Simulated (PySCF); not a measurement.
Compound: C₃H₇ClO₂S.
Atom-mapped SMILES: `[CH3:1][CH:2]([CH3:3])[S:4](=[O:5])(=[O:6])[Cl:7]` (hydrogens: H8, H9, H10 on C1; H11 on C2; H12, H13, H14 on C3)

Torsions of this conformer, `[CH3:1][CH:2]([CH3:3])[S:4](=[O:5])(=[O:6])[Cl:7]`: C1–C2–S4–O5 177°.

The closed-shell ground state was solved at several levels (PySCF, density fitting, gas phase, non-relativistic). Geometry: PBE0-D3(BJ)/def2-SVP, one conformer, isolated molecule.

| level | basis functions | total energy (Eh) | HOMO (eV) | LUMO (eV) | gap (eV) | dipole (D) |
| --- | --- | --- | --- | --- | --- | --- |
| PBE0/6-31G | 85 | -1126.3894 | -9.12 | -2.58 | 6.54 | 5.49 |
| PBE0/6-311+G(2d,p) | 247 | -1126.8714 | -9.04 | -1.88 | 7.16 | 4.46 |
| PBE0/STO-3G | 50 | -1113.6539 | -5.01 | 1.26 | 6.27 | 4.14 |
| PBE/pcSseg-1 | 168 | -1126.6056 | -7.48 | -2.70 | 4.78 | 4.23 |
| CAM-B3LYP/pcSseg-1 | 168 | -1127.1636 | -10.45 | -0.74 | 9.71 | 4.55 |

Estimate the row for PBE0/6-31G*, a basis of 120 functions; the other rows only guide the guess.

Total energy -1126.6928 Eh, HOMO -8.91 eV, LUMO -1.70 eV, gap 7.21 eV, dipole 4.51 D.

Over all these levels, which gives the widest orbital gap and which the narrowest?

CAM-B3LYP/pcSseg-1 (range-separated hybrid) has the widest, 9.71 eV, and PBE/pcSseg-1 (GGA) the narrowest, 4.78 eV. The two share the basis. From the narrowest to the widest the HOMO moves by -2.97 eV and the LUMO by +1.96 eV.

How much does the basis alone move the frontier levels among the 4 PBE0 rows (the withheld one included)?

The HOMO by 4.11 eV and the LUMO by 3.84 eV. By rising basis size (HOMO, LUMO in eV): STO-3G -5.01, 1.26; 6-31G -9.12, -2.58; 6-31G* -8.91, -1.70; 6-311+G(2d,p) -9.04, -1.88.

How far do the dipole and the HOMO energy spread over the levels?

The dipole runs from 4.14 to 5.49 D (mean 4.56 D) and the HOMO from -10.45 to -5.01 eV.
